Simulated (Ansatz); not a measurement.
A trace of molecular dynamics of GaH5O2S (9 atoms, charge 0, multiplicity 1).

All numbers below come from RKS B3LYP-D4/def2-SVP (Ansatz 0.2.0).

```json
{
 "ensemble": "NVE (velocity Verlet)",
 "starting velocities drawn for": "300 K",
 "seed": "9057"
}
```

```tsv
time (fs)	T (K)	potential energy less start (eV)	conserved less start (meV/atom)
0	300	0.000	0.00
4	242	0.053	0.08
8	208	0.084	0.06
12	180	0.109	0.13
16	177	0.113	0.19
20	302	0.000	0.20
24	523	-0.200	0.23
28	774	-0.427	0.20
32	1013	-0.644	0.17
36	1170	-0.786	0.16
40	1305	-0.909	0.09
44	1406	-1.000	0.06
48	1442	-1.033	0.01
52	1435	-1.027	0.02
56	1412	-1.006	0.02
60	1365	-0.963	0.04
64	1346	-0.945	0.12
68	1369	-0.966	0.14
72	1409	-1.001	0.20
76	1463	-1.050	0.22
80	1466	-1.053	0.21
84	1430	-1.020	0.22
88	1383	-0.978	0.17
92	1297	-0.901	0.11
96	1212	-0.824	0.12
100	1142	-0.761	0.02
```

Can this run be trusted? Judge the integration.

The conserved energy stayed within 0.26 meV per atom of its start (net change 0.017 meV per atom), so the integration is sound. The kinetic energy rose, since the run started high on the potential surface and went downhill. It ends in pieces (GaH3O2S + H2), so much of that is their flight and rotation, not heat. A run of 0.1 ps of so small a system gives no equilibrium averages. The orbitals stay closed-shell, which can raise the energy where a bond breaks towards radicals; this wasn't checked here. The time step was 0.5 fs.

Time of the run: 14 min on 2 threads of Arm Neoverse N1 (shared host), peak memory 0.24 GiB.
